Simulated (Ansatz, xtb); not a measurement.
A geometry optimisation of BClFH2NSi with r2SCAN-D4/def2-SVP

The starting geometry of this gas-phase triplet was built from a drawn formula by distance geometry and a force field; its bonds are those of `F[Si]NBCl`.

| atom | x (Å) | y (Å) | z (Å) |
| --- | --- | --- | --- |
| B | 1.3815 | -1.3845 | -2.4843 |
| Cl | 0.9513 | -2.3420 | -4.0226 |
| F | -1.5030 | -0.1290 | -1.4722 |
| N | 0.7928 | -1.7905 | -1.1178 |
| Si | -0.1326 | -0.3673 | -0.4965 |
| H | 1.6347 | -1.9322 | -0.5377 |
| H | 2.1269 | -0.4861 | -2.5982 |

Q: Predict what becomes of its bonds when it is optimised with r2SCAN-D4/def2-SVP.

A: It keeps its bonds, and is `F[Si]NBCl`.

The energy falls by 1.28 eV over 20 steps:

| step | E − E(last) (eV) |
| --- | --- |
| 1 | 1.279 |
| 3 | 0.752 |
| 5 | 0.514 |
| 7 | 0.461 |
| 9 | 0.447 |
| 12 | 0.257 |
| 14 | 0.068 |
| 16 | 0.002 |
| 18 | 0.000 |
| 20 | 0.000 |

Final geometry (Å):

```xyz
7

B     1.6200   -1.4742   -2.5122
Cl    0.8764   -1.1322   -4.0746
F    -1.8712   -1.1371   -0.7761
N     0.9820   -1.0976   -1.3073
Si   -0.5412   -0.2394   -1.1121
H     1.5062   -1.3054   -0.4573
H     2.6795   -2.0457   -2.4898
```

From the same start GFN2-xTB ends elsewhere, differing in B1–Si5 (2.14 against 2.86 Å here).

No frequencies were run, so the end isn't proven a minimum. Open shells are spin-unrestricted. The triplet needn't be the ground state. Run with Ansatz 0.2.0, 3.1 min on 1 thread of Arm Neoverse V2 (shared host).
